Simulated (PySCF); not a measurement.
Gas-phase reaction: 2 Zn + 2 HCl → ZnH2 + ZnCl2

Computed with PySCF and rigid-rotor harmonic-oscillator thermochemistry at 1 bar. † marks an energy on the PBE0/def2-TZVP geometry and frequencies; other levels use their own. MP2 and CCSD(T) freeze the core. 6-31G* has spherical d functions here. All species are closed-shell singlets. B3LYP is the form with VWN-RPA correlation. Zn: all electrons, no relativistic terms. ZnH2: computed as isolated molecules; such fragments, hydroxides, amides, oligomers or adducts are transient or little studied in the gas. MP2 isn't extrapolated to the basis-set limit. CCSD(T) isn't extrapolated to the basis-set limit.

```tsv
level	ΔH°(298 K), kJ
B3LYP/6-31G*	___
CCSD(T)/def2-SVP†	-178
HF/6-31G*	-263
MP2/def2-SVP†	-229
MP2/def2-TZVPP†	-216
PBE0/def2-QZVP†	___
PBE0/def2-SVP†	___
PBE0/def2-TZVP	-204
LDA/def2-TZVP†	-238
ωB97X-V/def2-TZVP†	___
```

**Question.** Fill in the missing entries.

**Answer.** 
- B3LYP/6-31G*, ΔH°(298 K), kJ: -290
- PBE0/def2-QZVP†, ΔH°(298 K), kJ: -214
- PBE0/def2-SVP†, ΔH°(298 K), kJ: -226
- ωB97X-V/def2-TZVP†, ΔH°(298 K), kJ: -238
